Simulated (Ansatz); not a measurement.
C5H11FGeO, SMILES `C=C[CH2][Ge]([CH3])([F])[O]C`, relaxed with RKS PBE-D4/def2-SVP in the Gaussian-basis code of Ansatz from a rough embedded geometry. The force threshold is 0.03 eV/Å; the program also tests the step.

Total charge 0; spin multiplicity 1.

Start:

```xyz
19

C     2.073    1.603    0.880
C     2.067    0.578    0.119
C     1.057   -0.527    0.280
Ge   -0.619    0.002   -0.342
C    -0.568    0.698   -2.149
F    -1.299    1.289    0.738
O    -1.779   -1.415   -0.312
C    -2.074   -1.700    1.019
H     2.795    2.431    0.822
H     1.304    1.739    1.712
H     2.839    0.490   -0.619
H     1.072   -0.878    1.347
H     1.374   -1.363   -0.325
H     0.094    1.579   -2.117
H    -0.162   -0.109   -2.800
H    -1.550    1.005   -2.454
H    -2.772   -2.566    1.054
H    -2.650   -0.859    1.543
H    -1.202   -1.997    1.604
```

(1) How much energy does the relaxation release, and in how many steps? (Estimate.)

(2) Which bonds change most? (An estimate is asked.)

(3) Give the relaxed structure. (Estimate.)

Answers

(1) Computed: 59.65 kJ/mol, in 19 steps, 2 of them rejected.

(2) Ansatz gave: C3–Ge4 from 1.864 to 1.977 Å; C1–C2 from 1.276 to 1.347 Å; Ge4–F6 from 1.813 to 1.773 Å; C1–H10 from 1.141 to 1.103 Å.

(3) Ansatz gave: 
```xyz
19

C     2.417    1.709    0.884
C     2.073    0.616    0.174
C     1.010   -0.368    0.553
Ge   -0.694    0.082   -0.343
C    -0.623    0.719   -2.173
F    -1.413    1.340    0.679
O    -1.846   -1.294   -0.319
C    -2.144   -1.939    0.906
H     3.189    2.405    0.521
H     1.936    1.946    1.848
H     2.580    0.433   -0.791
H     0.799   -0.354    1.642
H     1.273   -1.406    0.261
H     0.016    1.621   -2.232
H    -0.206   -0.070   -2.829
H    -1.646    0.968   -2.515
H    -2.881   -2.745    0.705
H    -2.592   -1.246    1.655
H    -1.248   -2.416    1.374
```
